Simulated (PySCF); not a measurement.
**Converging IF in the basis (PBE0)**

PySCF, UKS reference; singlet, unpaired electrons none; De to I + F without counterpoise correction.

```csv
basis,relativity,functions,Re (Å),ωe (cm⁻¹),De (eV),μ (D)
cc-pVDZ-PP/cc-pVDZ,scalar-relativistic core potentials,37,1.953,626,2.51,-2.23
def2-SVP,scalar-relativistic core potentials,40,1.941,632,2.59,-2.25
x2c-SVPall,spin-free X2C,50,1.942,631,2.62,-2.19
aug-cc-pVDZ-PP/aug-cc-pVDZ,scalar-relativistic core potentials,55,1.941,630,2.78,-1.98
cc-pVTZ-PP/cc-pVTZ,scalar-relativistic core potentials,69,1.917,638,2.80,-1.90
def2-TZVPP,scalar-relativistic core potentials,81,1.904,636,2.86,-1.91
```

(1) How does each smaller set differ from the one with most functions, def2-TZVPP?

A positive dipole means I(−)F(+). Measured (Huber and Herzberg, Constants of Diatomic Molecules (1979)): Re = 1.909759 Å, ωe = 610.24 cm⁻¹. Spin–orbit coupling is left out, which matters for elements this heavy, above all for dissociation energies.

## Answers

(1) cc-pVDZ-PP/cc-pVDZ: +4.9 pm, -1.6 % in ωe, -0.35 eV in De; def2-SVP: +3.7 pm, -0.6 % in ωe, -0.27 eV in De; x2c-SVPall: +3.8 pm, -0.8 % in ωe, -0.24 eV in De; aug-cc-pVDZ-PP/aug-cc-pVDZ: +3.7 pm, -0.9 % in ωe, -0.08 eV in De; cc-pVTZ-PP/cc-pVTZ: +1.3 pm, +0.3 % in ωe, -0.06 eV in De. All at PBE0; the set with most functions is neither the basis-set limit nor always the best. The rows treat relativity differently, so the differences are not basis effects alone.
